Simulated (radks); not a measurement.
All-electron atom: the indium ion In2+ in [Kr] 4d10 5s1 (the NIST ground configuration). Calculated with a radial shooting solver on a logarithmic mesh with Libxc functionals: Dirac Kohn-Sham, BLYP, spin-unpolarised, spherical densities, finite nucleus; Fermi nuclear charge, rms radius 4.6156 fm.

Normalised radial functions P(r) = r R(r) (large component), r in bohr:

| r | 3d5/2 | 5s1/2 |
|---|---|---|
| 0.00378 | 0.0002 | 0.0527 |
| 0.004365 | 0.0003 | 0.0584 |
| 0.005041 | 0.0004 | 0.0643 |
| 0.005822 | 0.0006 | 0.0705 |
| 0.006724 | 0.0010 | 0.0766 |
| 0.007765 | 0.0014 | 0.0825 |
| 0.008968 | 0.0022 | 0.0878 |
| 0.01036 | 0.0033 | 0.0923 |
| 0.01196 | 0.0049 | 0.0955 |
| 0.01381 | 0.0073 | 0.0967 |
| 0.01608 | 0.0111 | 0.0951 |
| 0.01857 | 0.0163 | 0.0902 |
| 0.02145 | 0.0240 | 0.0812 |
| 0.02477 | 0.0350 | 0.0675 |
| 0.02861 | 0.0507 | 0.0484 |
| 0.03304 | 0.0727 | 0.0239 |
| 0.03816 | 0.1034 | -0.0057 |
| 0.04407 | 0.1455 | -0.0393 |
| 0.05089 | 0.2021 | -0.0748 |
| 0.05877 | 0.2767 | -0.1089 |
| 0.06788 | 0.3729 | -0.1375 |
| 0.07839 | 0.4937 | -0.1552 |
| 0.09053 | 0.6404 | -0.1567 |
| 0.1054 | 0.8223 | -0.1357 |
| 0.1217 | 1.0151 | -0.0921 |
| 0.1406 | 1.2182 | -0.0270 |
| 0.1623 | 1.4165 | 0.0526 |
| 0.1875 | 1.5907 | 0.1344 |
| 0.2165 | 1.7189 | 0.2016 |
| 0.2501 | 1.7799 | 0.2359 |
| 0.2888 | 1.7584 | 0.2222 |
| 0.3335 | 1.6493 | 0.1542 |
| 0.3852 | 1.4611 | 0.0380 |
| 0.4448 | 1.2148 | -0.1055 |
| 0.5137 | 0.9415 | -0.2441 |
| 0.5933 | 0.6748 | -0.3411 |
| 0.6907 | 0.4323 | -0.3645 |
| 0.7977 | 0.2564 | -0.2954 |
| 0.9212 | 0.1362 | -0.1433 |
| 1.064 | 0.0640 | 0.0656 |
| 1.229 | 0.0262 | 0.2938 |
| 1.419 | 0.0092 | 0.5022 |
| 1.639 | 0.0027 | 0.6584 |
| 1.893 | 0.0007 | 0.7418 |
| 2.186 | 0.0001 | 0.7459 |
| 2.524 | 0.0000 | 0.6788 |
| 2.915 | 0.0000 | 0.5610 |
| 3.367 | 0.0000 | 0.4197 |
| 3.919 | 0.0000 | 0.2747 |
| 4.526 | 0.0000 | 0.1621 |
| 5.227 | 0.0000 | 0.0832 |
| 6.037 | 0.0000 | 0.0367 |
| 6.972 | 0.0000 | 0.0136 |
| 8.052 | 0.0000 | 0.0041 |
| 9.299 | 0.0000 | 0.0010 |

3d5/2: eigenvalue -447.17 eV, 0 radial nodes, <r> = 0.326 bohr, 90 % of the charge inside 0.514 bohr. 5s1/2: eigenvalue -23.815 eV, 4 radial nodes at r = 0.0372, 0.148, 0.401, 1.02 bohr, <r> = 2.35 bohr, 90 % of the charge inside 3.42 bohr.
